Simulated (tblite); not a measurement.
Compound: C7H9 (doublet state).
Bonds: C1–C2, C2–C3, C3–C4, C3–C5 (double), C5–C6, C6–C7 (double), C5–C7. Hydrogens: H8, H9, H10 on C1; H11 on C2; H12, H13, H14 on C4; H15 on C6; H16 on C7.

Computed geometry: GFN2-xTB, gas phase. This method treats the open shell by occupation alone, without spin polarisation.

(1) What internal coordinates does the optimisation give?

Answers

(1) 
| bond | length (Å) |
| --- | --- |
| C1–C2 | 1.487 |
| C2–C3 | 1.388 |
| C3–C4 | 1.513 |
| C3=C5 | 1.357 |
| C5–C6 | 1.458 |
| C6=C7 | 1.325 |
| C5–C7 | 1.452 |
| C1–H8, C1–H9, C1–H10 | 1.090 |
| C2–H11 | 1.079 |
| C4–H12, C4–H13, C4–H14 | 1.088 |
| C6–H15 | 1.063 |
| C7–H16 | 1.064 |

Bonds in one row agree within 0.01 Å and their mean is given. A selection of angles:
| angle | degrees |
| --- | --- |
| C2–C1–H8 | 110.6 |
| H8–C1–H9 | 108.6 |
| H8–C1–H10 | 106.9 |
| C1–C2–C3 | 125.4 |
| C1–C2–H11 | 116.6 |
| C3–C2–H11 | 118.1 |
| C2–C3–C4 | 118.4 |
| C2–C3–C5 | 124.3 |
| C4–C3–C5 | 117.3 |
| C3–C4–H12 | 110.8 |
| C3–C4–H13 | 110.4 |
| H12–C4–H13 | 108.8 |
| H12–C4–H14 | 108.4 |
| C3–C5–C6 | 154.8 |
| C3–C5–C7 | 151.0 |
| C6–C5–C7 | 54.2 |
| C5–C6–C7 | 62.7 |
| C5–C6–H15 | 148.8 |
| C7–C6–H15 | 148.5 |
| C6–C7–H16 | 148.3 |
| C5–C7–C6 | 63.1 |
| C5–C7–H16 | 148.5 |

Torsions: C1–C2–C3–C4 -179° (antiperiplanar); C2–C3–C5–C6 1° (synperiplanar); C3–C5–C6–C7 179° (antiperiplanar); C3–C5–C7–C6 -179° (antiperiplanar). The mirror-image conformer, all signs reversed, is as good.

C6 (carbon bonded to 2 C and H) is planar (angles 148.8°, 148.5° and 62.7°, sum 360.0°, 0.00 Å off the plane of its three neighbours). Of the pairs four or more bonds apart, C5···H9 is among the closest relative to their van der Waals radii: 2.62 Å, 90 % of the sum of Bondi's values. C7 (carbon bonded to 2 C and H) is planar (angles 148.5°, 148.3° and 63.1°, sum 360.0°, 0.00 Å off the plane of its three neighbours). C5 (carbon bonded to 3 C) has angles 154.8°, 151.0° and 54.2°, sum 360.0°, 0.01 Å off the plane of its three neighbours. The C–C distances run from 1.325 Å (C6=C7, drawn double) to 1.513 Å (C3–C4, drawn single), a spread of 0.188 Å. C3 (carbon bonded to 3 C) is planar (angles 124.3°, 118.4° and 117.3°, sum 360.0°, 0.01 Å off the plane of its three neighbours). The 3-membered ring C5–C6–C7 has internal angles of 54.2° to 63.1°.

GFN2-xTB frequencies show an imaginary mode (42i cm⁻¹), so the point is no minimum at that level.
